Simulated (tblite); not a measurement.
Compound: C₅H₁₁O₂PS.
Atom-mapped SMILES: `[CH3:1][O:2][C:3](=[O:4])[P:5]([CH3:6])[CH2:7][S:8][CH3:9]` (hydrogens: H10, H11, H12 on C1; H13, H14, H15 on C6; H16, H17 on C7; H18, H19, H20 on C9)

Geometry (GFN2-xTB, Å), atoms numbered from 1 in this order:
```xyz
20
C5H11O2PS angstrom
C     -3.8112    0.3074   -0.4320
O     -2.5932   -0.3969   -0.6585
C     -1.4723    0.3138   -0.6147
O     -1.4044    1.4930   -0.3905
P     -0.0530   -0.7955   -1.0439
C     -0.2134   -1.9516    0.3896
C      1.2490    0.3459   -0.3695
S      2.8433   -0.5242   -0.2465
C      3.8875    0.9118    0.1329
H     -3.9158    1.1151   -1.1584
H     -3.8191    0.7328    0.5733
H     -4.6109   -0.4192   -0.5473
H      0.6698   -2.5883    0.4026
H     -0.2888   -1.4083    1.3313
H     -1.0970   -2.5692    0.2436
H      1.3654    1.1795   -1.0654
H      0.9673    0.7280    0.6158
H      3.8419    1.6204   -0.6897
H      3.5491    1.3740    1.0562
H      4.9005    0.5423    0.2510
```

Computed with GFN2-xTB (tblite): harmonic, unscaled wavenumbers at the GFN2-xTB geometry, gas phase. Errors from tens to a few hundred cm⁻¹ against measured bands are possible. One conformer, not necessarily the lowest.

Harmonic wavenumbers (cm⁻¹): 27.4, 34.5, 41.5, 50.0, 73.8, 124.1, 153.0, 163.9, 182.6, 205.8, 216.6, 245.8, 288.0, 333.3, 458.4, 618.3, 699.7, 729.1, 737.3, 767.2, 775.2, 795.4, 888.0, 896.8, 945.5, 949.1, 981.0, 1048.5, 1117.1, 1119.2, 1144.6, 1154.1, 1306.0, 1318.1, 1382.3, 1394.0, 1427.9, 1436.7, 1440.0, 1448.3, 1450.1, 1458.9, 1752.9, 2915.9, 2950.7, 2982.2, 2986.4, 2993.2, 3013.8, 3020.2, 3022.7, 3023.6, 3047.6, 3064.3.

A = 2840, B = 537.9, C = 479.4 MHz; mass 166.022 u (most abundant isotopes); point group C1, symmetry number 1.

Question: What is the zero-point energy?

Answer: Half the sum of the wavenumbers: 33400 cm⁻¹ = 399.56 kJ/mol.

Question: What is S at 273.15 K and 1 bar for an ideal gas of classical rigid rotors and harmonic oscillators?

Answer: Translation 170.79, rotation 126.37, vibration 189.40: S = 486.6 J/(mol K).

Question: And Cp and H(273.15 K) − H(0)?

Answer: Cp = 180.64 J/(mol K), of which vibrations give 147.39 (their classical limit is 54 R = 449.0); H(273.15 K) − H(0) = 33.01 kJ/mol without the zero-point energy, 23.92 from vibrations.

Question: What must be added to the electronic energy to get the Gibbs energy at 273.15 K and 1 bar?

Answer: ZPE + [H(273.15 K) − H(0)] − T·S = 399.56 + 33.01 − 132.90 = 299.67 kJ/mol.

Question: Blend soft modes into free rotors: weight 1/[1 + (100 cm⁻¹/ν̃)⁴] for the oscillator and the rest for a rotor with moment μB/(μ + B), μ = h/(8π²ν), B = 10⁻⁴⁴ kg m². What vibrational entropy results?

Answer: 162.36 J/(mol K) in place of 189.40, which changes −T·S at 273.15 K by +7.38 kJ/mol.

Question: Which modes carry the vibrational entropy at 273.15 K?

Answer: 27.4 cm⁻¹: 24.42; 34.5 cm⁻¹: 22.50; 41.5 cm⁻¹: 20.97; 50.0 cm⁻¹: 19.43; 73.8 cm⁻¹: 16.22; 124.1 cm⁻¹: 12.00 J/(mol K); the other 48 give 73.85 together.

Question: How do the functions run with temperature in this model?

Answer: 
| T (K) | S (J/(mol K)) | Cp (J/(mol K)) | H − H(0) (kJ/mol) | G − H(0) (kJ/mol) | ln q(vib) |
| --- | --- | --- | --- | --- | --- |
| 100 | 344.9 | 111.4 | 7.63 | -26.86 | 4.58 |
| 200 | 435.1 | 151.6 | 20.87 | -66.14 | 9.28 |
| 300 | 504.0 | 191.6 | 38.00 | -113.19 | 13.27 |
| 500 | 619.8 | 264.7 | 83.99 | -225.94 | 20.19 |
| 800 | 761.2 | 336.2 | 175.05 | -433.91 | 29.20 |
| 1000 | 839.8 | 367.8 | 245.59 | -594.18 | 34.53 |

q(vib) and H(0) count from the zero-point level.

Hindered rotation and anharmonicity are outside this model. Other conformers, if any are populated, would add a mixing term that is left out. The structure is chiral; the term R ln 2 for an equal mix with its mirror image is left out.
